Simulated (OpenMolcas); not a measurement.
An atom or ion with 48 electrons was computed by SS-CASPT2, IPEA 0.25 Eh, imaginary shift 0.1 Eh with spin-orbit coupling (OpenMolcas, ANO-RCC-VTZP, DKH2). The lowest levels that the run gave, each within 12 % of the measured value where one is at hand:

```json
{"J": "0", "Parity": "even", "E (cm⁻¹)": "0.0", "g": ""}
{"J": "0", "Parity": "odd", "E (cm⁻¹)": "74350", "g": ""}
{"J": "1", "Parity": "odd", "E (cm⁻¹)": "77060", "g": "1.492"}
{"J": "2", "Parity": "odd", "E (cm⁻¹)": "84250", "g": "1.501"}
{"J": "1", "Parity": "odd", "E (cm⁻¹)": "108910", "g": "1.009"}
{"J": "0", "Parity": "even", "E (cm⁻¹)": "175340", "g": ""}
{"J": "1", "Parity": "even", "E (cm⁻¹)": "180710", "g": "1.501"}
{"J": "2", "Parity": "even", "E (cm⁻¹)": "181690", "g": "1.206"}
{"J": "2", "Parity": "even", "E (cm⁻¹)": "190840", "g": "1.295"}
{"J": "0", "Parity": "even", "E (cm⁻¹)": "211270", "g": ""}
```

Question: Which ion is it, and what are the configurations and terms?

Answer: Te⁴⁺ (Z = 52, charge +4; active space 2 electrons in 8 orbitals (5s 5p 6s 6p)). J, parity and g give the terms where levels are pure, and mixed ones are named by the computed weights; the size of the splittings, set against known spectra of the 48-electron sequence, gives the charge. In order, with the measured energies in cm⁻¹ (Moore, Atomic Energy Levels, vol. III, NSRDS-NBS 35 (1971 reprint of NBS Circular 467, 1958)): 5s² ¹S₀, 5s 5p ³P°₀, 5s 5p ³P°₁, 5s 5p ³P°₂, 5s 5p ¹P°₁ (111707), 5p² ³P₀ (176248), 5p² ³P₁ (182419), 5p² ¹D₂ [59 %] (182797), 5p² ³P₂ [59 %] (192592), 5p² ¹S₀.

CASPT2 does not keep the components of a term degenerate, so their means are used; among the terms shown or strongly mixed into the levels shown the widest spread is 29 cm-1 (5p² ¹D). Over all roots computed the reference weight is 0.88 to 0.95; the roots of lowest weight are the least certain, and an intruder state may touch them. Active for correlation alone: 6p 6s; no level in the range computed is led by a configuration that fills them, so any true level of that kind is missing. The ¹D term of p² mixes with s d, which this space lacks. Measured partners are found by configuration, term and J. A level has none where our copy of the source lacks it or the pairing is in doubt (some pairs that miss far off the trend of their configuration count as doubtful), and it then counts in no deviation. Only configurations of the active space appear.

A share in square brackets marks a mixed level and gives the weight of the term that names it. ° marks odd parity.
